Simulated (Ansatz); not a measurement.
Counterpoise correction, worked out

The pair of Br⁻ (SMILES [Br-], atom 1) and C₂H₂ (SMILES C#C, atoms 2–5), both closed shells, in one local arrangement (a lower one may exist), relaxed at PBE0-D4/def2-TZVPD:

Br1  (0.784, 1.718, -2.706)
C2  (-0.341, -0.747, 1.175)
C3  (-0.055, -0.120, 0.190)
H4  (-0.593, -1.301, 2.047)
H5  (0.205, 0.449, -0.706)
(Å)

Ansatz 0.2.0; basis: def2-TZVPPD; cores frozen in the correlated methods. Filled d shells of the heavier atoms are correlated. The def2 sets are not built for correlating such inner shells, so the correlated values are less sure here.

CCSD(T) total energies in eV:

| system | geometry | basis functions | energy |
| --- | --- | --- | --- |
| pair | pair | all | -72109.93613 |
| Br⁻ | as in the pair | all (partner as ghosts) | -70009.13255 |
| C₂H₂ | as in the pair | all (partner as ghosts) | -2100.43742 |
| Br⁻ | as in the pair | its own | -70009.07907 |
| C₂H₂ | as in the pair | its own | -2100.43392 |
| Br⁻ | free (PBE0-D4 minimum) | its own | -70009.07907 |
| C₂H₂ | free (PBE0-D4 minimum) | its own | -2100.44219 |

Work out the interaction energy with and without the counterpoise correction, the superposition error, and the binding energy from the relaxed fragments.

Without correction: -72109.93613 − (-70009.07907) − (-2100.43392) = -0.42314 eV.
With correction (each fragment in the whole basis): -72109.93613 − (-70009.13255) − (-2100.43742) = -0.36616 eV = -8.44 kcal/mol.
The superposition error is the difference, 0.05698 eV, 13 % of the uncorrected value: each fragment borrows its partner's functions.
Deformation from the free shapes: 0.00000 eV for Br⁻ and 0.00827 eV for C₂H₂.
Binding energy from relaxed fragments: -0.36616 + 0.00000 + 0.00827 = -0.35789 eV = -8.25 kcal/mol (electronic, without zero-point energy; negative means bound). For comparison, the corrected interaction energy by CCSD(T) at an estimated basis limit (MP2 extrapolated from triple and quadruple zeta, plus CCSD(T) − MP2 in triple zeta) is -0.402 eV; triple zeta with the correction binds less.

T1 diagnostic: at most 0.014.

For scale, one of the runs: CCSD(T)/def2-TZVPPD, 165 basis functions, launched by `ansatz run in.yaml --threads 2 --pin off --events-out ev --progress --plain --max-ram 5222MiB`. The run took 43 s on 2 CPU threads (shared host), with 1.3 GiB of host memory at its peak.
